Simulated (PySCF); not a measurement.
## Exact mass, isotope pattern and composition

Species: `CCO[Si@@H](O)O[C@@H]1C[C@H]1F`.

Calculated for natural abundance.

Question: What are the average molar mass and the monoisotopic mass?

Answer: For C5H11FO3Si, with standard atomic weights, 5 × 12.011 + 3 × 15.999 + 1 × 28.085 + 1 × 18.998 + 11 × 1.008 = 166.223 g/mol. From the most abundant isotopes (12C, 16O, 28Si, 19F, 1H), 5 × 12.000000 + 3 × 15.994915 + 1 × 27.976927 + 1 × 18.998403 + 11 × 1.007825 = 166.0461 u.

Question: Give the isotope pattern of the molecular ion M+•, merging species of the same nominal mass.

Answer: 
```tsv
nominal mass	m/z (centroid)	relative intensity
166	166.0456	100.0
167	167.0472	10.7
168	168.0442	4.4
169	169.0475	0.3
```

Cut off at 0.1 %. One electron mass, 0.00055 u, is taken off.

Question: What resolving power m/Δm just matches the spacing of the species with one 29Si and with one 13C?

Answer: They lie 0.00379 u apart at mass 167.05, so m/Δm is about 44000.

Question: Protons, neutrons, electrons, and exact less nominal mass of the monoisotopic species?

Answer: 88 protons, 78 neutrons and 88 electrons; 166.0461 − 166 = +0.0461 u.

Question: Which m/z would the protonated, sodiated and deprotonated molecule have?

Answer: [M+H]+ 167.0534, [M+Na]+ 189.0354, [M−H]− 165.0389, for the monoisotopic species (arithmetic only; whether such ions form is another matter).

Question: Resolve the fine structure: one atom at a time replaced by a minor isotope.

Answer: Intensity in % of the monoisotopic species:

| isotope | mass shift (u) | m/z | intensity (%) |
| --- | --- | --- | --- |
| 29Si | +0.99957 | 167.0452 | 5.08 |
| 13C | +1.00335 | 167.0490 | 5.41 |
| 17O | +1.00422 | 167.0498 | 0.11 |
| 2H | +1.00628 | 167.0519 | 0.13 |
| 30Si | +1.99684 | 168.0424 | 3.35 |
| 18O | +2.00425 | 168.0498 | 0.62 |

Species under 0.02 % are left out.

Question: What share of all molecules is the monoisotopic species?

Answer: 0.9893^5 × 0.99757^3 × 0.922297 × 1 × 0.999885^11 = 86.65 %.
